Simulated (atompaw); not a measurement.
## What one change does to a pseudopotential (cerium (Ce), PAW (atompaw))

atompaw 4.2.0.5 input, output lines left out:

```
Ce 58
GGA-PBE scalarrelativistic loggrid 2001 logderivrange -5 5 251
6 6 5 4 0 0
6 1 0
5 2 1.5
4 3 0.5
0 0 0
c
c
c
c
v
v
c
c
c
v
v
c
c
v
v
3
3.00 2.55 2.75 1.80
n
n
y
0.65
n
y
0.6
n
custom rrkj gramschmidtortho besselshape
bessel
1.90
2.30
2.70
3.00
3.00
3.00
1.20
1.20
```

Change: wave 5d (bound): rc 3.00 bohr becomes 5d (bound): rc 1.56 bohr.

Cutoffs: the cutoffs (Ry, on a coarse ladder) from which the occupation-weighted sum of valence levels, in a spherical-Bessel basis at the reference potential, stays within 10 and 1 mRy of its value at 400 Ry; they do not see the model core or the augmentation charge, which bear on the density cutoff.

Task: What does the change do?

Result: The potential gets neither clearly harder nor softer (80 Ry and 110 Ry → 80 Ry and 110 Ry); the f channel sets the loose cutoff, while the largest relative change is in d, which becomes harder; neither file shows a bound ghost.

```csv
quantity,base,changed
"cutoff, loose",80 Ry,80 Ry
"cutoff, tight",110 Ry,110 Ry
loose cutoff by channel (10 mRy a level),"s 10 Ry, p 8 Ry, d 8 Ry, f 90 Ry","s 10 Ry, p 8 Ry, d 10 Ry, f 90 Ry"
bound ghosts,none,none
s: phases at 3.01 bohr within 0.05 rad from the reference energy up to (Ry; the scan ends near 5),to the end of the scan,to the end of the scan
p: phases at 3.01 bohr within 0.05 rad from the reference energy up to (Ry; the scan ends near 5),0.8,0.8
d: phases at 3.01 bohr within 0.05 rad from the reference energy up to (Ry; the scan ends near 5),2.8,2.6
f: phases at 3.01 bohr within 0.05 rad from the reference energy up to (Ry; the scan ends near 5),4.2,4.2
lowest overlap eigenvalue by channel,"s 0.10, p 0.10, d 0.54, f 1.00","s 0.10, p 0.10, d 0.61, f 1.00"
```

 The cutoffs see the waves, projectors and local potential, not the compensation charge or the core.
